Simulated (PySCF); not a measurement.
Two species compared at the same levels of theory.

First species: CH9FSSi3.
Numbering: `[CH3:1][SiH2:2][S:3][Si@H:4]([F:5])[SiH3:6]` (hydrogens: H7, H8, H9 on C1; H10, H11 on Si2; H12 on Si4; H13, H14, H15 on Si6)

Second species: C4H4F3PS.
Numbering: `[CH3:1][P@:2]1(=[S:3])[CH:4]=[C:5]1[C:6]([F:7])([F:8])[F:9]` (hydrogens: H10, H11, H12 on C1; H13 on C4)

Levels: CAM-B3LYP/def2-SVPD for dipole moment, HOMO energy, LUMO energy, HOMO–LUMO gap, static isotropic polarisability and electronic spatial extent ⟨r²⟩ about the centre of nuclear charge; TDDFT CAM-B3LYP/def2-SVPD for lowest singlet excitation; TDA CAM-B3LYP/def2-SVPD for lowest triplet excitation (Tamm–Dancoff); GFN2-xTB for rotational constant A and rotational constant C. Geometries: GFN2-xTB. All species are isolated and taken at one optimised geometry, non-relativistic unless stated. Electronic properties by PySCF.

The conformers computed, where there is a choice (atom-mapped SMILES and torsion angles):
- `[CH3:1][SiH2:2][S:3][Si@H:4]([F:5])[SiH3:6]`: C1–Si2–S3–Si4 -74°, Si2–S3–Si4–F5 39°
- `[CH3:1][P@:2]1(=[S:3])[CH:4]=[C:5]1[C:6]([F:7])([F:8])[F:9]`: C4–C5–C6–F7 -5°

Values for the first species:

* Dipole moment: 0.93 D
* HOMO energy: -8.55 eV
* LUMO energy: 0.23 eV
* HOMO–LUMO gap: 8.78 eV
* Lowest singlet excitation: 5.56 eV
* Lowest triplet excitation (Tamm–Dancoff): 5.19 eV
* Static isotropic polarisability: 114.8 au
* Electronic spatial extent ⟨r²⟩ about the centre of nuclear charge: 1628 bohr²
* Rotational constant A: 2.183 GHz
* Rotational constant C: 0.796 GHz

Problem. Estimate the same properties for the second species, and the change in each.

Solution. 
| property | first | second | second less first |
| --- | --- | --- | --- |
| dipole moment | 0.93 D | 4.09 D | +3.16 D |
| HOMO energy | -8.55 eV | -8.28 eV | +0.27 eV |
| LUMO energy | 0.23 eV | -0.63 eV | -0.86 eV |
| HOMO–LUMO gap | 8.78 eV | 7.65 eV | -1.13 eV |
| lowest singlet excitation | 5.56 eV | 4.43 eV | -1.13 eV |
| lowest triplet excitation (Tamm–Dancoff) | 5.19 eV | 4.00 eV | -1.19 eV |
| static isotropic polarisability | 114.8 au | 94.4 au | -20.4 au |
| electronic spatial extent ⟨r²⟩ about the centre of nuclear charge | 1628 bohr² | 1791 bohr² | +163 bohr² |
| rotational constant A | 2.183 GHz | 2.059 GHz | -0.124 GHz |
| rotational constant C | 0.796 GHz | 0.618 GHz | -0.178 GHz |

On the first: The principal polarisabilities are 101.5, 106.7 and 136.2 au; their mean is the isotropic value. The 8 singlets span 5.56 to 7.39 eV, and their oscillator strengths add up to 0.25.

On the second: A dipole of 4.09 D is allowed in C1, and pure rotational transitions are dipole-allowed. No computed singlet falls in the visible range (750 to 380 nm, 1.65 to 3.26 eV); S1 lies 1.17 eV above its blue end.
